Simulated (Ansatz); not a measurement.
`F[SiH](F)[SiH3]` + H• → `F[SiH](F)[SiH2]`• + H₂  (hydrogen abstraction from the Si–H bond)

Computed with Ansatz on PBE0-D4/def2-TZVP structures; ΔE is electronic, products minus reactants. CCSD(T)/CBS adds triple-zeta CCSD(T) − MP2 to the extrapolated MP2 energy (def2 sets, frozen cores). This one scheme is used for every species, atoms too. Functionals use def2-TZVPP. B3LYP here is the variant with VWN-RPA as its local correlation; programs differ in this. HSE06 is defined as in plane-wave codes. Open shells (•) are unrestricted, without spin–orbit coupling.

(1) Is it downhill or uphill in electronic energy at CCSD(T)/CBS, and by how much? (An estimate is asked.)

(2) What do these levels give: PBE-D4, BLYP-D4, B3LYP-D4, B2PLYP, PBE, r2SCAN, r2SCAN0, HSE06, CAM-B3LYP, MP2/def2-SVP, HF/CBS(def2), CCSD/CBS(def2)? (Best estimate.)

Largest T1 diagnostic among the species: 0.014.

Results:

(1) Ansatz gave: Downhill: ΔE = -67.8 kJ/mol.

(2) Computed: PBE-D4 -70.3, BLYP-D4 -80.3, B3LYP-D4 -76.2, B2PLYP -69.2, PBE -70.6, r2SCAN -79.0, r2SCAN0 -76.0, HSE06 -66.3, CAM-B3LYP -68.8, MP2/def2-SVP -49.7, HF/CBS(def2) -43.4, CCSD/CBS(def2) -68.4 kJ/mol.

From PBE to PBE0 (25 % exact exchange), in def2-TZVPP and without D4, ΔE moves by +4.3 kJ/mol. In def2-TZVPP, CCSD(T) changes the Hartree–Fock value by −25.3 kJ/mol (the triples alone add +0.6 kJ/mol) and MP2 by −14.6 kJ/mol.
